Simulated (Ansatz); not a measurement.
[MoO3Br]- (MoBrO3⁻), relaxed as a singlet with RKS r2SCAN-D4/def2-SVPD in Ansatz, starting from the GFN2-xTB geometry. Force threshold 0.02 eV/Å.

In the def2 sets Mo takes a core potential; there is no spin–orbit coupling. The relaxation made no stability test and no search for a lower SCF solution.

Start:

```xyz
5

Mo    0.110    0.152    0.179
O    -0.152    1.670   -0.417
O    -0.737   -0.219    1.548
O     1.686   -0.342    0.174
Br   -0.907   -1.262   -1.485
```

| step | energy (eV) | largest force component (eV/Å) | SCF passes |
| --- | --- | --- | --- |
| 1 | -78035.6365 | 5.200 | 18 |
| 2 | -78036.4682 | 0.470 | 33 |
| 3 | -78036.4725 | 0.043 | 22 |
| 4 | -78036.4729 | 0.004 | 22 |

Force components are those of the run's own axes.

End:

```
atom   x (Å)   y (Å)   z (Å)
 Mo1   0.068   0.094   0.111
  O2  -0.113   1.746  -0.356
  O3  -0.706  -0.166   1.632
  O4   1.746  -0.290   0.241
 Br5  -0.995  -1.383  -1.628
```

By distances, no bond broke or formed. The bond that changes most is Mo1–Br5, from 2.41 to 2.52 Å (atoms count from 1).

No frequencies were taken in this run, so the end may be a saddle point.

Run time 8.5 s (4 threads of Arm Neoverse V2 on a shared host).
